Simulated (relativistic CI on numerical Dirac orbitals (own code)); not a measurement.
**One change at a time: Ag XXXIX**

Base calculation: Dirac-Coulomb-Breit CI, separate exchange-only KLI orbitals for each configuration, model QED, unscaled Slater integrals.

Configuration list (outside the closed core 1s2): 2s²2p⁵, 2s2p⁶, 2p⁶3s, 2p⁶3p, 2p⁶3d, 2s²2p⁴3s, 2s²2p⁴3p, 2s²2p⁴3d, 2s2p⁵3s, 2s2p⁵3p, 2s2p⁵3d, 2s²2p⁴4s, 2s²2p⁴4p, 2s²2p⁴4d, 2s²2p⁴4f, 2s2p⁵4s. Levels of other configurations are missing.

Variants: (1) P86 correlation estimate; (2) Breit term removed; (3) non-relativistic limit. Shifts of the energy above 2s²2p⁵ ²P°3/2, in eV, for the lowest level and the first level of each name with at least 55 % of one term (blank where a level changes its place among those of its configuration and J or its character, or is not in the variant):

```csv
Level,Base,Δ(1),Δ(2),Δ(3)
2s²2p⁵ ²P°3/2,0.00,0.00,0.00,0.00
2s²2p⁵ ²P°1/2,180.97,0.00,+2.74,-180.97
2s2p⁶ ²S1/2,435.96,+0.31,-0.66,-201.46
2s²2p⁴3s ⁴P5/2,3175.03,+1.53,+4.29,+47.90
2s²2p⁴3s ²P3/2,3181.54,+1.53,+4.16,
2s²2p⁴3s ²S1/2,3208.08,+1.53,+2.33,
2s²2p⁴3p ²P°1/2,3275.51,+1.68,+1.66,
2s²2p⁴3p ⁴D°7/2,3294.80,+1.68,+4.44,-4.93
2s²2p⁴3s ⁴P3/2,3353.18,+1.52,+6.09,
2s²2p⁴3s ²P1/2,3358.75,+1.52,+6.11,-125.31
2s²2p⁴3s ²D5/2,3369.18,+1.52,+7.88,-117.97
2s²2p⁴3s ²D3/2,3372.21,+1.52,+7.31,-121.00
2s²2p⁴3d ⁴F9/2,3391.01,+1.30,+5.38,-16.96
2s²2p⁴3p ⁴P°1/2,3421.71,+1.68,+5.14,
2s²2p⁴3p ²F°5/2,3439.47,+1.68,+7.34,
2s²2p⁴3p ⁴D°5/2,3470.82,+1.68,+6.12,
2s²2p⁴3p ²F°7/2,3487.44,+1.68,+8.21,-173.35
2s²2p⁴3d ⁴D1/2,3552.15,+1.30,+6.01,
2s²2p⁴3d ⁴F5/2,3564.73,+1.30,+6.94,
2s²2p⁴3d ²G7/2,3572.74,+1.30,+8.67,-176.60
2s2p⁵3s ⁴P°5/2,3575.59,+1.81,+4.01,-145.97
2s²2p⁴3d ²G9/2,3583.19,+1.30,+9.03,-187.04
```

At this charge energies of transitions that change n are usually good to better than 1 %, and those within a shell (Δn = 0) to a few per cent.

Ionisation energy from the two ground configurations alone: base 5746.42 eV; P86 correlation estimate 5748.36 eV; Breit term removed 5751.87 eV. The NIST ASD value (semi-empirical) is 5753 eV.

LS names give the leading component of a level, which can be under half, so a name can repeat, a term be missing and a line seem to break the LS rules.
